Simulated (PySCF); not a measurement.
A structure optimised at PBE0-D3(BJ)/def2-SVP, used in a PySCF frequency run:

```xyz
9

O      1.1597     1.6569     0.3505
C      1.5128     0.5909     0.7806
O      0.8111    -0.5339     0.7069
Si    -0.7086    -0.6473    -0.0597
O     -1.4689     0.7901    -0.0122
F     -0.3710    -1.1160    -1.5631
H      2.4795     0.4283     1.2984
H     -1.4680    -1.7065     0.6133
H     -0.8439     1.5336    -0.0531
```

**Question.** Write its SMILES and formula.

**Answer.** O=CO[Si@@H](O)F, CH3FO3Si

**Question.** What are its rotational constants (standard atomic weights)?

**Answer.** 4.7845, 2.3294, 1.9756 GHz
